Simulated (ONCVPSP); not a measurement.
# Configuration tests for As (Z = 33) (ONCV)

- Element: arsenic (As)
- Generator: ONCVPSP 4.0.1
- Type: optimised norm-conserving Vanderbilt (ONCV)
- Functional: PBEsol
- Relativity: scalar-relativistic
- Frozen core: [Ar] 3d10
- Valence charge: 5
- Reference configuration: 4s1.5 4p3.5
- Partial waves: 4s: rc 1.60 bohr, ncon 3, nbas 8, qcut 3.4 1/bohr, 2 projectors, debl 1.2 Ha; 4p: rc 1.60 bohr, ncon 3, nbas 7, qcut 5.8 1/bohr, local
- Local potential: the p channel
- Core correction: Teter function, fcfact 4.5, rcfact 1.2

Energies are relative to the spin-unpolarised reference configuration 4s1.5 4p3.5; without spin polarisation the order of configurations can differ from experiment.

```json
{"valence configuration": "4s2 4p3", "charge": "0", "ΔE all-electron (eV)": "-4.683", "error AE − PS (meV)": "-5.0"}
{"valence configuration": "4s2 4p2", "charge": "+1", "ΔE all-electron (eV)": "4.475", "error AE − PS (meV)": "-6.1"}
{"valence configuration": "4s2 4p1", "charge": "+2", "ΔE all-electron (eV)": "22.417", "error AE − PS (meV)": "-15"}
```

Question: What are ΔE and the potential's error for 4s0 4p5?

Answer: ΔE = 14.390 eV all-electron; the error (AE − PS) is -24 meV.
